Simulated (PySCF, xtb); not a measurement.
YF2, SMILES [F][Y+][F], charge +1.

Harmonic wavenumbers (cm⁻¹) from GFN2-xTB run with xtb at its own minimum, in rising order: 125, 255, 316.

Q: What does PySCF with PBE-D3(BJ)/def2-TZVP give at its own minimum? (An estimate is asked for; the answer gives what the named calculation found.)

A: 151, 662, 672. Paired by order, the mean absolute difference is 263 cm⁻¹ and the zero-point energies are 1.0 and 2.1 kcal/mol.
